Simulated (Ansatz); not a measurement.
Cost and result for the atomization energy of C₂H₆AlN (`[CH3][AlH][CH]=N`) (10 atoms, 9 bonds).

```csv
atom,x (Å),y (Å),z (Å)
C1,-1.049,1.404,-0.104
Al2,-0.639,-0.350,0.622
C3,1.023,-1.263,0.035
N4,1.739,-0.605,-0.794
H5,-2.005,1.397,-0.639
H6,-0.270,1.735,-0.794
H7,-1.147,2.151,0.692
H8,-1.580,-1.090,1.673
H9,1.344,-2.263,0.374
H10,2.585,-1.116,-1.066
```

Charge 0, multiplicity 1. Geometry: relaxed with PBE0-D4/def2-TZVP. It is one conformer, not always the lowest. Program: Ansatz. All runs use 2 threads of an Arm Neoverse V2 on a shared host. Times are those of one run each, without the atoms' runs, and a repeat can differ threefold. Electronic energies, without spin–orbit coupling; frozen cores. CCSD(T)/CBS adds CCSD(T) − MP2 in def2-TZVPP to the MP2 limit, and its time is that of the two runs behind it. T1 = 0.011; the RHF reference is unstable towards UHF. HSE06 is the plane-wave form, built on full-range PBE exchange.

CCSD(T)/CBS is a level of theory with its own doubt, some kJ/mol a heavy atom from the limit and from the frozen cores, so smaller differences don't rank the functionals.

```tsv
level	functions	wall time
revPBE-D4/def2-TZVPP	219	2.1 s
BLYP-D4/def2-TZVPP	219	2.1 s
CCSD(T)/def2-SVP	90	2.5 s
PBE-D4/def2-TZVPP (with forces)	219	2.6 s
PBE0-D4/def2-TZVPP	219	2.6 s
HSE06-D4/def2-TZVPP	219	2.8 s
CAM-B3LYP-D4/def2-TZVPP	219	3.1 s
r2SCAN-D4/def2-TZVPP (with forces)	219	4.8 s
ωB97X-V/def2-TZVPP	219	8 s
ωB97M-V/def2-TZVPP (with forces)	219	11 s
MP2/def2-QZVPP	421	20 s
CCSD(T)/def2-TZVPP	219	62 s
CCSD(T)/CBS(def2)	–	81 s
```

Q: What atomization energy does each give, and how far from CCSD(T)/CBS? (Estimate.)

A: The calculation gave: 
| level | atomization (kcal/mol) | difference from CCSD(T)/CBS | per bond |
| --- | --- | --- | --- |
| revPBE-D4/def2-TZVPP | 839.1 | -3.4 | -0.4 |
| BLYP-D4/def2-TZVPP | 845.3 | 2.8 | 0.3 |
| CCSD(T)/def2-SVP | 797.6 | -44.9 | -5.0 |
| PBE-D4/def2-TZVPP (with forces) | 858.3 | 15.8 | 1.8 |
| PBE0-D4/def2-TZVPP | 842.4 | -0.1 | 0.0 |
| HSE06-D4/def2-TZVPP | 843.1 | 0.6 | 0.1 |
| CAM-B3LYP-D4/def2-TZVPP | 847.4 | 4.9 | 0.5 |
| r2SCAN-D4/def2-TZVPP (with forces) | 841.9 | -0.6 | -0.1 |
| ωB97X-V/def2-TZVPP | 845.4 | 2.9 | 0.3 |
| ωB97M-V/def2-TZVPP (with forces) | 846.2 | 3.7 | 0.4 |
| MP2/def2-QZVPP | 841.4 | -1.1 | -0.1 |
| CCSD(T)/def2-TZVPP | 820.0 | -22.5 | -2.5 |
| CCSD(T)/CBS(def2) | 842.5 | 0.0 | 0.0 |

From r2SCAN to r2SCAN0 (25 % exact exchange), in def2-TZVPP and without D4, the atomization energy moves by −13.3 kcal/mol: exact exchange takes away binding that semilocal exchange gives to molecules. Leaving LDA and LC-ωPBE aside and taking each functional with its dispersion term where it has one, the values, not all of them listed here, spread over 38.2 kcal/mol, from BHLYP-D4 to PBE-D4. LDA lies +100.1 kcal/mol from PBE without D4, its usual overbinding. The D4 term adds +6.0 kcal/mol with B3LYP and +3.2 kcal/mol with PBE0; it sums over pairs of atoms, weighted by their polarisabilities, and B3LYP, whose exchange is more repulsive, gets the larger term.

B3LYP here is the variant with VWN-RPA as its local correlation; programs differ in this.
